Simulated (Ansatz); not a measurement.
A calculation with Ansatz (development build ahead of 0.2.0).

```yaml
crystal:
  periodic: [false, false, false]
  atoms:
    - { symbol: Fe, position_ang: [0.0, 0.0, 0.0] }
    - { symbol: "N", position_ang: [0.0, 0.0, 1.62] }
    - { symbol: O, position_ang: [0.0, 0.0, 2.8] }
basis:
  gaussian: { orbitals: def2-SVP }
magnetization:
  initial_magnetization: 1
hamiltonian:
  xc: pbe0
scf:
  omitted_lower_state_checks: [starts, atomic_configurations, cluster_reference, orbital_swaps, given_window_search, neighbouring_geometries, increment]
output:
  forces: true
```

The input is written out in the form of the current development build from the run's settings.

Results

```
Converged                       : yes
Total energy                    : -1392.90919 hartree
Spin squared of the determinant : 0.750
Stability test                  : minimum among restricted orbitals
```

Forces (eV/Å):
```csv
atom,Fx,Fy,Fz
Fe1,0.000,0.000,3.596
N2,0.000,0.000,-2.220
O3,0.000,0.000,-1.375
```

Caution: in another basis set an unrestricted determinant lies well below; other spin multiplicities were not run.
